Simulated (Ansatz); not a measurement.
C2H6Cu⁻, that is CuMe2 with one electron more. Charge -1, multiplicity 3. Geometry r2SCAN-D4/def2-TZVP, that of the neutral doublet; atoms count from 1.

Cartesian coordinates in Å:
```
Cu 0.0000 -0.0001 0.0002
C -1.4124 -1.2645 -0.3524
H -1.0597 -2.0558 -1.0228
H -2.2651 -0.7645 -0.8246
H -1.7546 -1.7269 0.5799
C 1.4124 1.2644 0.3525
H 2.2324 0.7819 0.8955
H 1.0388 2.0976 0.9577
H 1.8082 1.6678 -0.5860
```

The highest occupied level of the charge -1 triplet lies above zero (up to 2.10 eV). By energy differences it is unbound by 1.02 eV (vertical, to the charge 0 doublet, at PBE0-D4/def2-TZVPD) and held by the finite basis. At PBE0-D4/def2-TZVPD a singlet of charge -1 lies 3.44 eV below the triplet, each at its own geometry.

**Question.** Estimate the Mulliken populations from the PBE0/def2-TZVPD orbitals of Ansatz.

**Answer.** 
| atom | charge (e) | spin (α − β) | d electrons |
| --- | --- | --- | --- |
| Cu1 | -1.71 | 2.62 | 9.15 |
| C2 | -0.50 | 0.16 | – |
| H3 | 0.28 | -0.16 | – |
| H4 | 0.28 | -0.16 | – |
| H5 | 0.28 | -0.16 | – |
| C6 | -0.50 | 0.16 | – |
| H7 | 0.28 | -0.16 | – |
| H8 | 0.28 | -0.16 | – |
| H9 | 0.28 | -0.16 | – |
Mulliken values and Mayer orders depend strongly on the basis. With diffuse functions, as here, like atoms can get unlike values, and bond orders can come out too low or too high.

**Question.** Where does the spin sit?

**Answer.** Summed by element: Cu 2.62, C 0.33, H -0.95, of 2 unpaired in all. Largest on single atoms: Cu1 2.62, C6 0.16, C2 0.16.
